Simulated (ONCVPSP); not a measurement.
# In (Z = 49): one change to an ONCV potential, before and after

ONCVPSP 4.0.1 input, shortened (lines: element, Z, core and valence counts, functional; n l f; lmax; l rc ep ncon nbas qcut; lloc lpopt rc5 dvloc0; l nproj debl; icmod fcfact rcfact), PBEsol, scalar-relativistic:

```
  In 49.00    7    4  -116133      upf
    1    0    2.00
    2    0    2.00
    2    1    6.00
    3    0    2.00
    3    1    6.00
    3    2   10.00
    4    0    2.00
    4    1    6.00
    4    2   10.00
    5    0    2.00
    5    1    0.50
    2
    0    2.35    0.00    4    8    3.10
    1    1.25    0.00    4    8    8.90
    2    1.55    0.00    4    9   11.70
    4    4    1.15    4.00
    0    3    3.50
    1    2    2.20
    2    2    3.10
    0    0.00    0.00
```

Change: d: qcut 7.8.

Cutoffs: the cutoffs (Ha) at which the residual kinetic energy of the hardest occupied pseudo-wave falls to 1 and 0.1 mHa per electron; they do not see the model core or the augmentation charge, which bear on the density cutoff. Errors are all-electron minus pseudo energies relative to the spin-unpolarised reference configuration.

**Question.** How do hardness, ghosts and transferability respond?

**Answer.** The potential gets neither clearly harder nor softer (40 Ha and 47 Ha → 29 Ha and 65 Ha); of the 4 tests that both files solve, the error grows in 1 and shrinks in 0 by more than 15 % and 0.3 meV (median size 5.8 → 5.3 meV); neither file shows a bound ghost.

```csv
quantity,base,changed
"cutoff, loose",40 Ha,29 Ha
"cutoff, tight",47 Ha,65 Ha
loose cutoff by channel,"s 5.3 Ha, p 28 Ha, d 40 Ha","s 5.3 Ha, p 28 Ha, d 29 Ha"
bound ghosts,none,none
GHOST(+) flags under 300 eV,s at 160.9 eV,s at 160.9 eV
"error for 4p6 4d10 5s2 5p1, meV [ΔE -1.94 eV]",+0.3,+0.3
"error for 4p6 4d10 5s2 5p0, meV [ΔE 3.42 eV]",-0.7,-0.7
"error for 4p6 4d10 5s1 5p0, meV [ΔE 22.70 eV]",-11,-9.9
"error for 4p5 4d10 5s2 5p1, meV [ΔE 83.57 eV]",-127,-177
s: phases at 2.39 bohr within 0.05 rad from the reference energy up to (Ha; the scan ends near 5),to the end of the scan,to the end of the scan
p: phases at 1.27 bohr within 0.05 rad from the reference energy up to (Ha; the scan ends near 5),to the end of the scan,to the end of the scan
d: phases at 1.57 bohr within 0.05 rad from the reference energy up to (Ha; the scan ends near 5),to the end of the scan,to the end of the scan
```
